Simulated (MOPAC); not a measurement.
MOPAC input (PM3):

```
PM3 1SCF CHARGE=-1 GEO-OK AUX(PRECISION=9) THREADS=1
CH2N

C    -0.43645437 1    0.17143429 1    0.12164125 1
N     0.67544959 1   -0.26530887 1   -0.18824998 1
H    -1.41011651 1   -0.44169056 1    0.22509177 1
H    -0.69930434 1    1.27024694 1    0.36281065 1
```

From the last part of the output:

```
                                                       MOPAC v23.2.5 Linux

          FINAL HEAT OF FORMATION =         35.89962 KCAL/MOL =     150.20401 KJ/MOL

          COSMO AREA              =         63.89 SQUARE ANGSTROMS
          COSMO VOLUME            =         45.70 CUBIC ANGSTROMS

          IONIZATION POTENTIAL    =          1.129087 EV
          HOMO LUMO ENERGIES (EV) =         -1.129  9.270
          NO. OF FILLED LEVELS    =          6
          MOLECULAR WEIGHT        =         28.0335         POINT GROUP:  C2v

          MOLECULAR DIMENSIONS (Angstroms)

            Atom       Atom       Distance
            H     3    N     2     2.13344
            H     4    N     2     1.67311
            C     1    H     4     0.00000

          SCF CALCULATIONS        =          1

   ATOM   CHEMICAL          X               Y               Z
  NUMBER   SYMBOL      (ANGSTROMS)     (ANGSTROMS)     (ANGSTROMS)

     1       C         -0.43645437  *   0.17143429  *   0.12164125  *
     2       N          0.67544959  *  -0.26530887  *  -0.18824998  *
     3       H         -1.41011651  *  -0.44169056  *   0.22509177  *
     4       H         -0.69930434  *   1.27024694  *   0.36281065  *

                             CARTESIAN COORDINATES

   1    C       -0.436454370     0.171434290     0.121641250
   2    N        0.675449590    -0.265308870    -0.188249980
   3    H       -1.410116510    -0.441690560     0.225091770
   4    H       -0.699304340     1.270246940     0.362810650

           Empirical Formula: C H2 N  =     4 atoms

      MOLECULAR POINT GROUP   :   C2v

                  EIGENVALUES
 -23.28318 -12.33989  -7.90233  -4.94803  -4.14904  -1.12909   9.26983   9.89018
  11.22636  14.43923

              NET ATOMIC CHARGES AND DIPOLE CONTRIBUTIONS

  ATOM NO.   TYPE          CHARGE      No. of ELECS.   s-Pop       p-Pop
    1          C          -0.069704        4.0697     1.18667     2.88303
    2          N          -0.733793        5.7338     1.82438     3.90942
    3          H          -0.098251        1.0983     1.09825
    4          H          -0.098251        1.0983     1.09825
 DIPOLE           X         Y         Z       TOTAL
 POINT-CHG.    -0.881     0.346     0.245     0.977
 HYBRID        -1.108     0.435     0.309     1.229
 SUM           -1.988     0.781     0.554     2.207

          ATOMIC ORBITAL ELECTRON POPULATIONS

     Atom    s        px        py        pz
    1  C   1.18667   0.93474   0.88520   1.06310
    2  N   1.82438   1.24918   1.71311   0.94713
    3  H   1.09825
    4  H   1.09825

 **********************
 *                    *
 * JOB ENDED NORMALLY *
 *                    *
 **********************

 == MOPAC DONE ==
```

The dipole moment of an ion depends on the origin.

The geometry given is a B3LYP-D3(BJ)/def2-TZVP minimum.
